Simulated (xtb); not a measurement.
CClF₂, SMILES F[C](F)Cl (connectivity only; charge and spin as stated), charge +1, multiplicity 1. All values are semi-empirical tight-binding results from xtb (GFN2-xTB unless named), good for trends rather than for accurate numbers. Geometry: GFN2-xTB. The spin state was assumed, not searched. The isomer is the one that the SMILES or the coordinates give; other isomers of the formula were not compared.

Optimised geometry:

```xyz
4

F      0.0000     1.0585    -1.0579
C      0.0000     0.0000    -0.3592
F      0.0000    -1.0585    -1.0579
Cl     0.0000     0.0000     1.2469
```
Charge +1, spin multiplicity 1.

```
Quantity                                            Value
-----------------------------------------  --------------
point group as xtb finds it                           C2v
orbital gap                                       3.50 eV
zero-point energy                            6.8 kcal/mol
G − E(el) at 298.15 K (modified RRHO)       -9.8 kcal/mol
static polarisability (D4 model)               28.6 bohr³
solvation energy, GFN2-xTB/ALPB(water)     -62.2 kcal/mol
solvation energy, GFN2-xTB/ALPB(methanol)  -58.0 kcal/mol
```

Computed atomic charges and the Wiberg bond orders between heavy atoms:
charges (e) F1 0.06, C2 0.48, F3 0.06, Cl4 0.39. Bond orders F1–C2 1.22, C2–F3 1.22, C2–Cl4 1.48.
